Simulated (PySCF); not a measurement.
## Levels of Pr⁴⁸⁺ from EOM-EA-GCCSD

Reference: closed-shell Pr⁴⁹⁺, [Ne]; one electron is added. Calculated with PySCF 2.14, two-component X2C-1e with screened spin-orbit coupling, an even-tempered Gaussian basis (17 s from 6.8 bohr⁻², ratio 2.6; 13 p from 8.9 bohr⁻², ratio 2.6; 6 d from 9.1 bohr⁻², ratio 2.8; 3 f from 200 bohr⁻², ratio 2.8); frozen 1s2; the 48 highest virtual spinors dropped; of the others 44 kept and the rest restored at second order. No Breit or QED terms. Binding energies in eV.

```json
{"level": "3s1/2", "Koopmans": "4132.5", "second order": "4133.3", "EOM-CCSD": "4133.3"}
{"level": "3p1/2", "Koopmans": "4019.1", "second order": "4020.0", "EOM-CCSD": "4020.0"}
{"level": "3p3/2", "Koopmans": "3887.8", "second order": "3888.7", "EOM-CCSD": "3888.7"}
{"level": "3d3/2", "Koopmans": "3744.8", "second order": "3745.5", "EOM-CCSD": "3745.5"}
{"level": "3d5/2", "Koopmans": "3715.2", "second order": "3715.9", "EOM-CCSD": "3715.9"}
```

Electric-dipole lines between these computed levels:

```tsv
lower	upper	ΔE (eV)	vacuum wavelength (nm)
3s1/2	3p1/2	113.27	10.95
3s1/2	3p3/2	244.60	5.069
3p1/2	3d3/2	274.54	4.516
3p3/2	3d3/2	143.21	8.657
3p3/2	3d5/2	172.83	7.174
```

For comparison, the ionisation energy of Pr⁴⁸⁺ is 4130 ± 4 eV (theoretical estimate listed by NIST; NIST Atomic Spectra Database, ionization energies).

Only part of the computed levels is shown.
